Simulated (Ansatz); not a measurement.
`[Cl][In]([Br])[Br]` + `SS` → `S[S][In]([Br])[Br]` + HCl at 700 K and 1 bar (ligand exchange at the In–Cl bond).

Isolated molecules relaxed with PBE0-D4/def2-TZVP in Ansatz; ΔE leaves out vibrations. CBS: MP2 limit from def2 TZ/QZ plus the TZ coupled-cluster correction, frozen cores. This one scheme is used for every species. Elements past krypton have def2 core potentials. For Br, In outer-core shells are correlated without core-valence functions, which leaves a few kJ/mol of doubt a bond. Scalar relativity is left out up to krypton. One conformer a species, not always the lowest.

```
             species  CCSD(T)/CBS energy (Eh)  H − E (kJ/mol)  S (J/(mol·K))
`[Cl][In]([Br])[Br]`              -5796.39121            58.8          441.9
                `SS`               -796.74576            82.9          298.8
`S[S][In]([Br])[Br]`              -6132.74773           106.3          535.1
                 HCl               -460.38127            38.4          211.8
```

H − E and S are ideal-gas, rigid-rotor, harmonic terms from PBE0-D4/def2-TZVP, for one conformer and one mirror image of each species. 1 Eh = 2625.50 kJ/mol, R = 8.31446 J/(mol·K).

**Question.** By hand: ΔE, ΔH, ΔS and ΔG.

**Answer.** ΔE = (-6132.74773) + (-460.38127) − (-5796.39121) − (-796.74576) = 0.00797 Eh = 20.9 kJ/mol. Δ(H − E) = 106.3 + 38.4 − 58.8 − 82.9 = 3.0, so ΔH = 23.9 kJ/mol. ΔS = 535.1 + 211.8 − 441.9 − 298.8 = 6.2 J/(mol·K). ΔG = 23.9 − 700 × (6.2)/1000 = 19.6 kJ/mol.

**Question.** By hand: the equilibrium constant, and the temperature at which ΔG would vanish if ΔH and ΔS stayed fixed.

**Answer.** log₁₀ K = −ΔG/(RT ln 10) = -1.5. ΔG = 0 at ΔH/ΔS = 3855 K, far beyond where these terms or the molecules hold.

The number of gas molecules stays the same, so ΔS is small and ΔH decides. A doubt of 5 kJ/mol in ΔE shifts log₁₀ K by 0.4 here. Other conformers and mirror images would add mixing entropy, several J/(mol·K) or more a flexible species. Modes under 60 cm⁻¹, often nearly free rotors, make the harmonic entropy too high. These are equilibria of isolated gas molecules and say nothing of rates. Largest T1 diagnostic: 0.012 (customary marks: 0.02 for closed shells, 0.045 for open ones).
